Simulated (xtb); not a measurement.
Job for xtb: GFN2-xTB on AsSe, 2S+1 = 2, a spin state set in the input, which need not be the lowest, a point of a bond scan (R = 2.271 Å).

```
$ xtb mol.xyz --gfn 2 --sp --chrg 0 --uhf 1
2

As     0.00000000     0.00000000     0.00000000
Se     0.00000000     0.00000000     2.27050900
```

The log:

```
[...]
           -------------------------------------------------
          |                Calculation Setup                |
           -------------------------------------------------



           -------------------------------------------------
          |                 G F N 2 - x T B                 |
           -------------------------------------------------

        Reference                      10.1021/acs.jctc.8b01176
      * Hamiltonian:
        H0-scaling (s, p, d)           1.850000    2.230000    2.230000
        zeta-weighting                 0.500000
      * Dispersion:
        s8                             2.700000
        a1                             0.520000
        a2                             5.000000
        s9                             5.000000
      * Repulsion:
        kExp                           1.500000    1.000000
        rExp                           1.000000
      * Coulomb:
        alpha                          2.000000
        third order                    shell-resolved
        anisotropic                    true
        a3                             3.000000
        a5                             4.000000
        cn-shift                       1.200000
        cn-exp                         4.000000
        max-rad                        5.000000


          ...................................................
          :                      SETUP                      :
          :.................................................:
          :  # basis functions                  20          :
          :  # atomic orbitals                  18          :
          :  # shells                            6          :
          :  # electrons                        11          :
          :  max. iterations                   250          :
          :  Hamiltonian                  GFN2-xTB          :
          :  restarted?                      false          :
          :  GBSA solvation                  false          :
          :  PC potential                    false          :
          :  electronic temp.          300.0000000     K    :
          :  accuracy                    1.0000000          :
          :  -> integral cutoff          0.2500000E+02      :
          :  -> integral neglect         0.1000000E-07      :
          :  -> SCF convergence          0.1000000E-05 Eh   :
          :  -> wf. convergence          0.1000000E-03 e    :
          :  Broyden damping             0.4000000          :
          :  net charge                          0          :
          :  unpaired electrons                  1          :
          ...................................................

 iter      E             dE          RMSdq      gap      omega  full diag
   1     -5.5019480 -0.550195E+01  0.166E+01    0.00       0.0  T
   2     -5.4539415  0.480065E-01  0.889E+00    0.00       1.0  T
   3     -5.4437975  0.101440E-01  0.104E+01    0.00       1.0  T
   4     -5.5354014 -0.916040E-01  0.384E+00    0.00       1.0  T
   5     -5.5428846 -0.748317E-02  0.103E+00    0.00       1.0  T
   6     -5.5429851 -0.100505E-03  0.765E-01    0.00       1.0  T
   7     -5.5425386  0.446551E-03  0.105E+00    0.00       1.0  T
   8     -5.5432211 -0.682561E-03  0.300E-01    0.00       1.0  T
   9     -5.5432732 -0.521189E-04  0.249E-01    0.00       1.0  T
  10     -5.5433194 -0.461321E-04  0.273E-02    0.00       2.6  T
  11     -5.5433192  0.184365E-06  0.308E-02    0.00       2.3  T
  12     -5.5433193 -0.122640E-06  0.177E-02    0.00       4.0  T
  13     -5.5433194 -0.964679E-07  0.892E-04    0.00      79.3  T
  14     -5.5433194  0.436067E-09  0.101E-03    0.00      69.8  T
  15     -5.5433194 -0.806951E-09  0.182E-05    0.00    3892.2  T

   *** convergence criteria satisfied after 15 iterations ***

         #    Occupation            Energy/Eh            Energy/eV
      -------------------------------------------------------------
         1        2.0000           -0.7336001             -19.9623
         2        2.0000           -0.6230501             -16.9541
         3        2.0000           -0.4191843             -11.4066
         4        2.0000           -0.3966023             -10.7921
         5        2.0000           -0.3966023             -10.7921
         6        0.5000           -0.3266948              -8.8898 (HOMO)
         7        0.5000           -0.3266948              -8.8898 (LUMO)
         8                         -0.1764555              -4.8016
         9                         -0.0072939              -0.1985
        10                         -0.0072939              -0.1985
        11                          0.0266738               0.7258
       ...                                ...                  ...
        18                          0.8434120              22.9504
      -------------------------------------------------------------
                  HL-Gap            0.0000000 Eh            0.0000 eV
             Fermi-level           -0.3441717 Eh           -9.3654 eV

 SCC (total)                   0 d,  0 h,  0 min,  0.004 sec
 SCC setup                      ...        0 min,  0.000 sec (  3.189%)
 Dispersion                     ...        0 min,  0.000 sec (  1.218%)
 classical contributions        ...        0 min,  0.000 sec (  0.719%)
 integral evaluation            ...        0 min,  0.001 sec ( 14.176%)
 iterations                     ...        0 min,  0.003 sec ( 62.967%)
 molecular gradient             ...        0 min,  0.001 sec ( 14.992%)
 printout                       ...        0 min,  0.000 sec (  2.386%)

         :::::::::::::::::::::::::::::::::::::::::::::::::::::
         ::                     SUMMARY                     ::
         :::::::::::::::::::::::::::::::::::::::::::::::::::::
         :: total energy              -5.539217543439 Eh    ::
         :: gradient norm              0.056788016900 Eh/a0 ::
         :: HOMO-LUMO gap              0.000000000000 eV    ::
         ::.................................................::
         :: SCC energy                -5.543319416028 Eh    ::
         :: -> isotropic ES           -0.001171597018 Eh    ::
         :: -> anisotropic ES          0.000092182023 Eh    ::
         :: -> anisotropic XC          0.000221114939 Eh    ::
         :: -> dispersion             -0.001052956152 Eh    ::
         :: repulsion energy           0.004101872589 Eh    ::
         :: add. restraining           0.000000000000 Eh    ::
         :: total charge               0.000000000000 e     ::
         :::::::::::::::::::::::::::::::::::::::::::::::::::::

           -------------------------------------------------
          |                Property Printout                |
           -------------------------------------------------

    * Orbital Energies and Occupations

         #    Occupation            Energy/Eh            Energy/eV
      -------------------------------------------------------------
         1        2.0000           -0.7336001             -19.9623
         2        2.0000           -0.6230501             -16.9541
         3        2.0000           -0.4191843             -11.4066
         4        2.0000           -0.3966023             -10.7921
         5        2.0000           -0.3966023             -10.7921
         6        0.5000           -0.3266948              -8.8898 (HOMO)
         7        0.5000           -0.3266948              -8.8898 (LUMO)
         8                         -0.1764555              -4.8016
         9                         -0.0072939              -0.1985
        10                         -0.0072939              -0.1985
        11                          0.0266738               0.7258
        12                          0.0266738               0.7258
Note: The following floating-point exceptions are signalling: IEEE_DENORMAL
normal termination of xtb
        13                          0.0490493               1.3347
        14                          0.0490493               1.3347
        15                          0.1646542               4.4805
        16                          0.2129330               5.7942
        17                          0.2129330               5.7942
        18                          0.8434120              22.9504
      -------------------------------------------------------------
                  HL-Gap            0.0000000 Eh            0.0000 eV
             Fermi-level           -0.3441717 Eh           -9.3654 eV

     #   Z          covCN         q      C6AA      α(0)
     1  33 As       0.923     0.212   241.535    29.492
     2  34 Se       0.923    -0.212   233.646    26.788

 Mol. C6AA /au·bohr⁶  :        948.953847
 Mol. C8AA /au·bohr⁸  :      70301.082056
 Mol. α(0) /au        :         56.280355


Wiberg/Mayer (AO) data.
largest (>0.10) Wiberg bond orders for each atom

 ---------------------------------------------------------------------------
     #   Z sym  total        # sym  WBO       # sym  WBO       # sym  WBO
 ---------------------------------------------------------------------------
     1  33 As   2.146 --     2 Se   2.146
     2  34 Se   2.146 --     1 As   2.146
 ---------------------------------------------------------------------------

Topologies differ in total number of bonds
Writing topology from bond orders to xtbtopo.mol

molecular dipole:
                 x           y           z       tot (Debye)
 q only:        0.000       0.000      -0.911
   full:        0.000      -0.000      -0.809       2.057
molecular quadrupole (traceless):
                xx          xy          yy          xz          yz          zz
 q only:        1.955       0.000       1.955       0.000       0.000      -3.910
  q+dip:        2.031       0.000       2.031       0.000      -0.000      -4.062
   full:        2.611       0.000       2.611       0.000       0.000      -5.221


           -------------------------------------------------
          | TOTAL ENERGY               -5.539217543439 Eh   |
          | GRADIENT NORM               0.056788016900 Eh/α |
          | HOMO-LUMO GAP               0.000000000000 eV   |
           -------------------------------------------------

------------------------------------------------------------------------
------------------------------------------------------------------------
 total:
 SCF:
```

The run finished.

Cost: around 0.07 core-seconds (rough).
